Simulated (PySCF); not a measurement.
A structure optimised at B3LYP-D3(BJ)/def2-SVP, used in a PySCF frequency run:

```xyz
9

Sn     0.2413    -0.4401     0.7203
Br     0.6844     1.0627    -1.2550
O     -1.5394    -1.2726     0.4306
C     -2.6916    -0.4930     0.2050
H      1.3353    -1.7496     0.7031
H      0.1979     0.5648     2.1120
H     -2.9278     0.1825     1.0522
H     -3.5490    -1.1750     0.0750
H     -2.6124     0.1270    -0.7085
```
Charge 0, spin multiplicity 1.

Q: Write its SMILES and formula.

A: C[O][SnH2][Br], CH5BrOSn

Q: What are its rotational constants (standard atomic weights)?

A: 3.3610, 1.2570, 0.95019 GHz
